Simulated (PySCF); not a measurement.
Species: C₇H₁₆Ge.
InChI=1S/C7H16Ge/c1-2-7-4-3-5-8-6-7/h7H,2-6,8H2,1H3/t7-/m0/s1

A linear-response calculation (PySCF, def2-SVPD basis, gas phase, vertical, core orbitals frozen in the response) gave these numbers; the functional is withheld.

Orbital energies (eV): HOMO-3 -8.98, HOMO-2 -8.74, HOMO-1 -8.12, HOMO -7.53, LUMO 0.60, LUMO+1 0.82, LUMO+2 1.05.

```json
{"state": "S1", "E (eV)": "7.08", "f": "0.0040", "main configurations (H = HOMO, L = LUMO)": "H→L (94%)"}
{"state": "S2", "E (eV)": "7.31", "f": "0.028", "main configurations (H = HOMO, L = LUMO)": "H→L+1 (89%)"}
{"state": "S3", "E (eV)": "7.60", "f": "0.016", "main configurations (H = HOMO, L = LUMO)": "H→L+2 (90%)"}
{"state": "S4", "E (eV)": "7.71", "f": "0.022", "main configurations (H = HOMO, L = LUMO)": "H-1→L (62%), H→L+3 (28%)"}
{"state": "S5", "E (eV)": "7.74", "f": "0.0039", "main configurations (H = HOMO, L = LUMO)": "H→L+3 (64%), H-1→L (29%)"}
{"state": "S6", "E (eV)": "7.85", "f": "0.055", "main configurations (H = HOMO, L = LUMO)": "H-1→L+1 (76%), H→L+5 (8%)"}
```

Triplets, Tamm–Dancoff:

```
state  E (eV)  λ (nm)  main configurations (H = HOMO, L = LUMO)
   T1    6.92   179.2                    H→L (70%), H→L+1 (16%)
   T2    6.93   178.9                    H→L+1 (65%), H→L (22%)
   T3    7.35   168.7                H→L+2 (64%), H-1→L+1 (14%)
   T4    7.44   166.6                               H-1→L (77%)
```

Vertical ionisation energy by ΔSCF with the same functional: 9.23 eV. Mean static polarisability: 113.2 au.

Question: Name the functional.
A. HF
B. PBE0
C. CAM-B3LYP
D. PBE

Answer: B. PBE0 is a global hybrid with 25% exact exchange. In this run −ε(HOMO) = 7.53 eV differs from the ΔSCF value by -1.70 eV, and S1 differs from the orbital gap of 8.13 eV by -1.05 eV. The ratio −ε(HOMO)/IP is 0.82. Usual ranges for neutral molecules in this basis: 0.7 to 0.83 with PBE0, 0.5 to 0.7 with PBE, 0.85 to 0.93 with CAM-B3LYP; Hartree–Fock can't fall below 1, since the ion's relaxation only lowers the ΔSCF value. The other options: PBE, a GGA without exact exchange; HF, time-dependent Hartree–Fock, 100% exact exchange; CAM-B3LYP, range-separated, 19% exact exchange at short range and 65% at long range (ω = 0.33 bohr⁻¹).

The calculation used TDDFT PBE0/def2-SVPD, vertical, gas phase, core orbitals frozen in the response in PySCF. One conformer (not necessarily the lowest) at the PBE0-D3(BJ)/def2-SVP geometry, without solvent, vibrations or thermal averaging. Relativistic effects, spin–orbit coupling among them, are left out although an element past zinc is present.

Without π bonds the low states are Rydberg-like; a valence basis with one diffuse set may place them up to an eV too high.
